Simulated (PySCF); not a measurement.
An element was calculated at r2SCAN (PySCF 2.14, spin-free X2C, a quadruple-zeta basis, no spin-orbit coupling), in the ground configurations that NIST lists.

| Item | Value |
| --- | --- |
| electron affinity | 2.037 eV |
| first ionisation energy | 8.745 eV |
| second ionisation energy | 18.993 eV |
| third ionisation energy | 27.674 eV |

Q: Which element is it?

A: Tellurium (Te, Z = 52), in aug-cc-pVQZ-DK3. NIST lists 9.010, 18.6 ± 0.4, 27.84 ± 0.04 eV for these ionisation energies.
